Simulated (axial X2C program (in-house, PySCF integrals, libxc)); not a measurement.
**What spin–orbit coupling does to KBi**

All values were computed with an axial X2C code built on PySCF integrals. Spin-free means the one-electron spin-free X2C Hamiltonian; two-component (2c) means X2C with spin–orbit coupling and atomic mean-field two-electron Coulomb and Gaunt terms, so the difference of the two also holds small scalar two-electron terms. Basis: Bi dyall-cv3z [12s14p10d6f1g], K dyall-cv3z [11s12p6d3f] (cores contracted in-house); Gaussian nuclei, density fitting, unrestricted open shells. Masses: Bi 208.980 u, K 38.964 u.

Spin-free state: M_S = 1, Λ = 0 (beyond evenly filled blocks: π+α, π-α); fragments Bi + K.

| level | Re (Å) | ωe (cm⁻¹) | De (eV) | μ (D) |
| --- | --- | --- | --- | --- |
| PBE0 | 3.369 | 134.1 | 1.135 | 8.85 |
| TPSSh | 3.387 | 130.7 | 1.253 | 8.87 |

Dipoles are positive if K is the positive end.

Two-component determinant lowest at the distance of the search:

Ω = 1 (⟨Sz⟩ = 0.59, ⟨Lz⟩ = 0.41 at PBE0); fragments Bi + K.

```tsv
level	Re (Å)	ωe (cm⁻¹)	De (eV)	μ (D)
PBE0	3.323	126.1	0.987	8.82
TPSSh	3.338	124.3	1.081	8.85
```

**Question.** From the two tables, how do the constants change at the PBE0 level (2c against spin-free)?

**Answer.** At the PBE0 level Re goes down by 0.046 Å and ωe drops by 8.0 cm⁻¹; De changes by -0.148 eV.

One determinant describes the state; a PBE0 search over occupations chose it and may have missed a lower one. De is counted from the lowest determinant-based energies of the atoms at the same level, without counterpoise correction. Density functionals use the spin component along the axis (collinear). Other states lie close and PBE0, whose exact exchange favours high spin, may order them wrongly; the determinant shown need not be the ground state. The nearest other spin-free determinant of the search, M_S = 0, Λ = 2, lies 0.74 eV up at the distance of the search. Without a current term, density functionals place determinants with orbital angular momentum somewhat too high. With several unpaired electrons one determinant need not be a pure state. Open-shell Ω = 0 determinants with evenly filled partner blocks cannot be reached by this program, so the Ω shown need not be the lowest component. This is the Ω = 1 component of a π² triplet; the 0⁺ component is not one determinant and can lie lowest.
